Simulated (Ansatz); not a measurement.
`CC(C)BN` + `O[SiH3]` → `NBO[SiH3]` + `CCC`  (ligand exchange at a B–C bond)

Gas-phase electronic energies from Ansatz, PBE0-D4/def2-TZVP geometries. CCSD(T)/CBS adds triple-zeta CCSD(T) − MP2 to the extrapolated MP2 energy (def2 sets, frozen cores). DFT in def2-TZVPP. Each species was taken in one conformer, which may not be the lowest.

```json
{"level": "ωB97M-V", "ΔE (eV)": "-1.34"}
{"level": "r2SCAN0", "ΔE (eV)": "-1.39"}
{"level": "HF/def2-SVP", "ΔE (eV)": "-1.65"}
{"level": "HF/CBS(def2)", "ΔE (eV)": "-1.58"}
```

Q: What does CCSD(T)/CBS give? (Best estimate.)

A: Computed: -1.32 eV. The listed levels differ from it by -0.02, -0.07, -0.33, -0.26 eV.

Largest T1 diagnostic among the species: 0.012.

From BLYP to BHLYP (50 % exact exchange), in def2-TZVPP and without D4, ΔE moves by −0.07 eV. At CCSD(T), def2-SVP lies −0.16 eV from the extrapolated value and def2-TZVPP −0.01 eV. In def2-TZVPP, CCSD(T) changes the Hartree–Fock value by +0.24 eV (the triples alone add +0.03 eV) and MP2 by +0.26 eV.
